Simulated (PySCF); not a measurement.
**Bond curve of PbCl⁻**

Set-up: basis Pb def2-SVPD with ECP60, Cl def2-SVPD; scalar-relativistic core potentials; PySCF 2.14. Energies in eV from Pb + Cl⁻ in their ground configurations at the same level. All curves are PBE0. state 1: ³Σ⁻ (triplet), unpaired electrons π ↑↑; state 2: Ms = 0 determinant of mixed spin (⟨S²⟩ near 1.0), unpaired electrons π ↑↓, a mixture of terms (⟨Lz²⟩ = 2.0), a second solution, started from another occupation; state 3: singlet, one real π or δ orbital doubly filled, a mixture of terms (⟨Lz²⟩ = 2.0), a second solution, started from another occupation.

```
R (Å)  state 1  state 2  state 3
2.333   -0.936   -0.669   0.0359
2.442   -1.282   -1.012  -0.2999
2.550   -1.461   -1.187  -0.4683
2.632   -1.519   -1.243  -0.5193
2.713   -1.532   -1.254  -0.5252
2.794   -1.512   -1.232  -0.4993
2.903   -1.453   -1.171  -0.4320
3.039   -1.349   -1.064  -0.3182
3.201   -1.205   -0.918  -0.1647
3.418   -1.015   -0.724   0.0377
```

Q: Put a parabola through the three lowest points of the state 1 curve and estimate Re, k and ωe (reduced mass 29.94 u; 1 eV/Å² = 0.16022 mdyn/Å; ωe = 1302.8·√(k/μ) cm⁻¹).

A: Through R = 2.632, 2.713, 2.794 Å the second-order coefficient is 2.51 eV/Å², so Re ≈ 2.704 Å, k ≈ 0.806 mdyn/Å and ωe ≈ 214 cm⁻¹. A polynomial fit of higher order to the unrounded PBE0 energies gives Re = 2.700 Å, k = 0.816 mdyn/Å, ωe = 215 cm⁻¹; anharmonicity and rounding make the difference.

The higher-order fit for each curve: state 1: Re = 2.700 Å, ωe = 215 cm⁻¹, De = 1.53 eV; state 2: Re = 2.695 Å, ωe = 217 cm⁻¹, minimum 1.25 eV below the ground-state fragments; state 3: Re = 2.684 Å, ωe = 222 cm⁻¹, minimum 0.53 eV below the ground-state fragments.

Spin–orbit coupling is left out, which matters for elements this heavy, above all for dissociation energies. For an ion De counts to the pair picked by the measured ionisation energies or electron affinities, which need not be the lowest pair at this level. The highest Kohn–Sham level is positive in this anion. Much of that is self-interaction error, but it also means that the finite basis helps to hold the extra electron. The state was picked by a PBE0 search and need not be the measured ground state.
